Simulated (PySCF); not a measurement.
Cl₃H₃OSiTi, SMILES [Cl][Ti]([Cl])([O][SiH3])[Cl], multiplicity 1.

Coordinates come from a B3LYP-D3(BJ)/def2-SVP optimisation. The spin state was assumed, not searched. The isomer is the one that the SMILES or the coordinates give; other isomers of the formula were not compared. One conformer was computed; it need not be the lowest.

These are B3LYP-D3(BJ)/def2-SVP run with PySCF 2.14.0 values and carry that method's errors.

Frequencies are harmonic and unscaled.

Modes within 1.5 cm⁻¹ of each other (mostly degenerate sets) share a row, with their intensities summed.

Q: Give all harmonic wavenumbers and intensities. (The exact figures need the calculation; the answer reports its results.)

A: 
```tsv
mode	ν (cm⁻¹)	IR (km/mol)	moving atoms (share of kinetic energy)
1	7	0.0	H 99 %
2–3	20	1.3	Cl 41 %, Si 29 %, O 12 %, H 11 %
4–5	120	0.4	Cl 88 %
6	130	1.6	Cl 58 %, Ti 16 %, Si 16 %
7–8	207	3.0	O 63 %, Cl 26 %
9	368	22.4	Cl 81 %, Si 16 %
10–11	495	253.5	Ti 56 %, Cl 43 %
12	524	30.8	Ti 52 %, Si 34 %
13–14	711	106.1	H 84 %, Si 8 %
15	946	1081.3	H 65 %, Si 18 %, O 16 %
16–17	952	146.8	H 96 %
18	1065	315.9	O 67 %, H 25 %
19	2249	71.3	H 99 %
20–21	2257	206.1	H 96 %
```
